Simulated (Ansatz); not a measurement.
The cluster PbSe2⁻. Charge -1, multiplicity 4. Geometry r2SCAN-D4/def2-TZVPD; atoms count from 1.

| atom | x (Å) | y (Å) | z (Å) |
| --- | --- | --- | --- |
| Pb1 | -0.487 | 0.796 | 0.823 |
| Se2 | 2.053 | 0.311 | -0.027 |
| Se3 | -1.566 | -1.107 | -0.796 |

In the def2 sets Pb takes a core potential; there is no spin–orbit coupling. The highest occupied level of the charge -1 quartet lies above zero (up to 0.27 eV). The electron is either unbound and held by the finite basis, or the level is raised by self-interaction error. At PBE0-D4/def2-TZVPD a doublet of charge -1 lies 1.84 eV below the quartet, each at its own geometry. The structure comes from a short search, and lower isomers may exist.

Problem. Estimate the Mulliken populations from the PBE0/def2-TZVPD orbitals of Ansatz.

Solution. 
```csv
atom,charge (e),spin (α − β)
Pb1,-0.03,0.88
Se2,-0.48,1.06
Se3,-0.48,1.06
```
Mulliken values depend strongly on the basis. With diffuse functions, as here, like atoms can get unlike values, and bond orders can come out too low or too high.

Problem. Where does the spin sit?

Solution. Summed by element: Pb 0.88, Se 2.12, of 3 unpaired in all. Largest on single atoms: Se2 1.06, Se3 1.06, Pb1 0.88.

Problem. And the Mayer bond orders between heavy atoms (over 0.3)?

Solution. Pb1–Se2 0.82 (2.72 Å); Pb1–Se3 0.82 (2.72 Å).
